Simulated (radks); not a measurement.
Isoelectronic series with 32 electrons, each ion in its NIST ground configuration. Method: scalar-relativistic Kohn-Sham, r2SCAN, spin-polarised, spherical densities, finite nucleus; open shells are filled with parallel spins first (spin-orbit coupling, left out, can overturn this in heavy ions); meta-GGA in the generalised Kohn-Sham scheme; Fermi nuclear charge, rms radius of each element as measured or else 0.836 A^(1/3) + 0.57 fm; computed with a radial shooting solver on a logarithmic mesh with Libxc functionals. Total energies (hartree) and mean radii <r> (bohr) (* marks an orbital that is empty in some or all of the ions):

| ion | configuration | E (hartree) | 4p down* | 4p up | 4s down | 4s up |
|---|---|---|---|---|---|---|
| Ge | [Ar] 3d10 4s2 4p2 | -2099.19989 | 2.679 | 2.813 | 2.105 | 2.148 |
| Se2+ | [Ar] 3d10 4s2 4p2 | -2429.24530 | 1.950 | 1.969 | 1.691 | 1.702 |
| Kr4+ | [Ar] 3d10 4s2 4p2 | -2786.10162 | 1.585 | 1.592 | 1.431 | 1.436 |
| Sr6+ | [Ar] 3d10 4s2 4p2 | -3169.83309 | 1.353 | 1.356 | 1.249 | 1.252 |
| Zr8+ | [Ar] 3d10 4s2 4p2 | -3580.58518 | 1.188 | 1.189 | 1.113 | 1.114 |
| Mo10+ | [Ar] 3d10 4s2 4p2 | -4018.54629 | 1.062 | 1.063 | 1.005 | 1.006 |
| Ru12+ | [Ar] 3d10 4s2 4p2 | -4483.94247 | 0.9620 | 0.9624 | 0.9176 | 0.9180 |
| Pd14+ | [Ar] 3d10 4s2 4p2 | -4977.02317 | 0.8803 | 0.8806 | 0.8447 | 0.8449 |
| Cd16+ | [Ar] 3d10 4s2 4p2 | -5498.06136 | 0.8121 | 0.8122 | 0.7829 | 0.7829 |
